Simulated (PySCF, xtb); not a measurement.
CH₆ClNSi, SMILES C[SiH](N)Cl. The values are those of a single conformer.

Harmonic wavenumbers (cm⁻¹) from GFN2-xTB (xtb) at its own minimum, in rising order: 103, 157, 175, 233, 241, 463, 487, 654, 657, 735, 799, 830, 848, 919, 1380, 1482, 1488, 1511, 2194, 3039, 3046, 3051, 3479, 3522.

Problem. What does B3LYP-D3(BJ)/def2-SVP (PySCF) give at its own minimum? (An estimate is asked for; the answer gives what the named calculation found.)

Solution. 153, 187, 210, 255, 296, 461, 504, 641, 699, 768, 835, 880, 896, 928, 1276, 1431, 1434, 1549, 2256, 3034, 3125, 3136, 3557, 3647. Paired by order, the mean absolute difference is 47 cm⁻¹ and the zero-point energies are 45.0 and 46.0 kcal/mol.
